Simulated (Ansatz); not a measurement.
`N#[C][In]([Cl])[Cl]` + H₂ → `[Cl][InH][Cl]` + `C#N` at 600 K and 1 bar (hydrogenolysis of the In–C bond).

Computed with Ansatz on PBE0-D4/def2-TZVP structures; ΔE is electronic, products minus reactants. CCSD(T)/CBS adds triple-zeta CCSD(T) − MP2 to the extrapolated MP2 energy (def2 sets, frozen cores). This one scheme is used for every species. Elements past krypton have def2 core potentials. For In outer-core shells are correlated without core-valence functions, which leaves a few kJ/mol of doubt a bond.

```csv
species,CCSD(T)/CBS energy (Eh),H − E (kJ/mol),S (J/(mol·K))
`N#[C][In]([Cl])[Cl]`,-1202.20735,75.3,433.2
H₂,-1.17544,43.9,150.8
`[Cl][InH][Cl]`,-1110.06218,58.1,362.7
`C#N`,-93.32098,64.3,228.4
```

H − E and S are ideal-gas, rigid-rotor, harmonic terms from PBE0-D4/def2-TZVP. The MP2-based limit puts H₂ 0.8 mEh under its directly extrapolated value; such offsets cancel only in part. 1 Eh = 2625.50 kJ/mol, R = 8.31446 J/(mol·K).

Q: By hand: ΔE, ΔH, ΔS and ΔG.

A: ΔE = (-1110.06218) + (-93.32098) − (-1202.20735) − (-1.17544) = -0.00037 Eh = -1.0 kJ/mol. Δ(H − E) = 58.1 + 64.3 − 75.3 − 43.9 = 3.2, so ΔH = 2.2 kJ/mol. ΔS = 362.7 + 228.4 − 433.2 − 150.8 = 7.1 J/(mol·K). ΔG = 2.2 − 600 × (7.1)/1000 = -2.1 kJ/mol.

Q: By hand: the equilibrium constant, and the temperature at which ΔG would vanish if ΔH and ΔS stayed fixed.

A: log₁₀ K = −ΔG/(RT ln 10) = 0.2. ΔG = 0 at ΔH/ΔS = 310 K, though so small a ΔH makes that figure unsure.

TΔS isn't small against ΔH here. The sign of ΔG lies within the doubt. A doubt of 5 kJ/mol in ΔE shifts log₁₀ K by 0.4 here. These are equilibria of isolated gas molecules and say nothing of rates. Largest T1 diagnostic: 0.014 (customary marks: 0.02 for closed shells, 0.045 for open ones).
